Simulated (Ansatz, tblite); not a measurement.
Adding an electron: Rb₂F₂⁺. Charge 1, multiplicity 2. Geometry: PBE0-D4/def2-TZVP. Ansatz, gas phase; energy differences of separate SCF runs; the reduced species is a singlet (the triplet lies 1.76 eV higher at PBE0-D4/def2-TZVP).

Cartesian coordinates in Å:
```
Rb 2.2635 0.5186 0.8779
Rb -2.2643 -0.5171 -0.8766
F -0.1625 -0.5846 0.7645
F 0.1634 0.5831 -0.7658
```

In the def2 sets Rb takes a core potential; there is no spin–orbit coupling. The xTB rows come from tblite. In the doublet, F3 and F4 lie 1.95 Å apart (atoms count from 1), so these atoms are partly bonded to each other. The structure comes from a short search, and lower isomers may exist.

| level | −HOMO (eV) | −LUMO (eV) | vertical EA (eV) | HOMO–LUMO gap (eV) |
| --- | --- | --- | --- | --- |
| GFN2-xTB | – | – | 11.09 | – |
| PBE-D4/def2-TZVP | 10.69 | 8.86 | 4.84 | 1.83 |
| r2SCAN-D4/def2-TZVP | 11.11 | 8.43 | 4.70 | 2.68 |
| PBE0-D4/def2-TZVP | 12.78 | 7.32 | 4.83 | 5.46 |

  HOMO and LUMO are the levels of the spin that leaves or enters (xTB has no such levels and no spin-polarisation term). Other spin states of the ions may lie lower, which would lower the ionisation energy or raise the affinity. Raw xTB energy differences between charge states are shifted by several eV; the methods need an empirical correction for them.
